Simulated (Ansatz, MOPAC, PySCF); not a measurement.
Pair of molecules: SiH4 (SMILES [SiH4]) (first 5 atoms) with CHN (SMILES C#N); geometry from B3LYP-D3(BJ)/def2-TZVP, rigid monomers moved along the line of their centres of mass till H3···H8 is 3.29 Å.
(charge 0, multiplicity 1):
```csv
atom,x (Å),y (Å),z (Å)
Si,0.1473,0.1396,0.0251
H,-0.5206,1.4201,0.3430
H,-0.5988,-0.9645,0.6792
H,1.5325,0.1501,0.5431
H,0.1504,-0.0862,-1.4361
C,-0.5512,-0.5102,4.8322
N,-0.2498,0.0892,5.7616
H,-0.8281,-1.0616,3.9612
```

Interaction energies are E(AB) − E(A) − E(B) at the monomers' geometry in the complex; basis-set methods are counterpoise corrected. Rows marked so take none.

Cores are frozen in the correlated methods. Rows in 3-21G, 6-31G* carry no dispersion term and start afresh at each structure (6-31G* with six Cartesian d functions). The state that AM1, PM6 reach isn't checked.

Codes used: Ansatz (Gaussian orbitals); MOPAC for AM1, PM6 (differences of heats of formation); PySCF for 3-21G rows, 6-31G* rows. Each number belongs to the level named beside it.

```
level                            interaction energy (kcal/mol)
-------------------------------  -----------------------------
AM1                                                      -0.04
PM6                                                      -0.08
HF/3-21G (no counterpoise)                               -0.18
BP86/6-31G* (no counterpoise)                              [?]
r2SCAN/def2-TZVPPD                                       -0.15
B3LYP/3-21G (no counterpoise)                            -0.15
M06-2X/6-31G* (no counterpoise)                          -0.33
wB97M-V/def2-TZVPPD                                      -0.32
MP2/aug-cc-pV(D+d)Z                                      -0.31
```

**Question.** Complete the blanks.

**Answer.** 
- BP86/6-31G* (no counterpoise), interaction energy (kcal/mol): 0.02

Ansatz is a quantum-chemistry and plane-wave program.
